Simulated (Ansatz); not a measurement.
A series at In: from trimethylindium, ligands are replaced one by one, each step taking up H₂ and setting free CH₄; n counts the steps. Ansatz, PBE0-D4/def2-TZVP geometries.

```json
{"n": "0", "molecule": "`[CH3][In]([CH3])[CH3]`", "HOMO energy, ωB97M-V/def2-TZVPP (eV)": "?"}
{"n": "1", "molecule": "`[CH3][InH][CH3]`", "HOMO energy, ωB97M-V/def2-TZVPP (eV)": "-9.36"}
{"n": "2", "molecule": "`[CH3][InH2]`", "HOMO energy, ωB97M-V/def2-TZVPP (eV)": "-9.74"}
{"n": "3", "molecule": "`[InH3]`", "HOMO energy, ωB97M-V/def2-TZVPP (eV)": "-10.37"}
```

**Question.** By hand: fit a straight line y = ȳ + b (n − n̄) to the 3 given rows and predict n = 0.

**Answer.** n̄ = 2.000, ȳ = -9.823; Σ(n − n̄)(y − ȳ) = -1.010, Σ(n − n̄)² = 2.000, so b = -0.505 eV a step. Prediction: -9.823 + (-0.505) × (-2.000) = -8.81 eV.

**Question.** By hand: compare with the computed value, -9.18 eV, and give the steps along the whole series.

**Answer.** The line misses by -0.37 eV (computed minus predicted). Steps: -0.18, -0.38, -0.63 eV.

The steps grow at each stage, from -0.18 to -0.63 eV, so the series is curved and an end member is harder to predict than an inner one. The highest orbital can change its character along such a series. The miss is 31.1 % of the series' range.
